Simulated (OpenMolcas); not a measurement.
Ti2+ (d2) among equal point charges was computed by CASSCF with the d shell active (OpenMolcas, ANO-RCC-VDZP on the metal). Its lowest spin-free states, and all those of the highest spin:

```tsv
2S+1	Degeneracy	E (cm-1)
3	2	0.0
3	1	339.9
3	2	3515
3	1	3876
3	1	7972
1	2	11489
1	1	11951
1	1	12197
1	1	12818
3	1	15201
3	2	16561
1	2	18363
```

Q: Is the site octahedral, tetrahedral or cube-like, axial, or of lower symmetry?

A: The states with 2S+1 = 3 have orbital degeneracies 2, 1, 2, 1, 1, 1, 2. There are pairs but no triples, so the site is axial: not cubic, but with a proper or improper axis of order three or more. The run had Ti2+ among 6 point charges of -0.8 e arranged as a tetragonal octahedron (D4h), 2.11 Å from the ion, with the axial distance 2.004 Å.

An orbital doublet at a regular site is open to a Jahn-Teller distortion, which this geometry leaves out. Without dynamic correlation the repulsion within the d shell is too large (B by tens of per cent), so at a given field states of lower spin stand too high. Point charges carry no covalency, so the field is a model and not that of real ligands. No measured value stands beside these numbers.
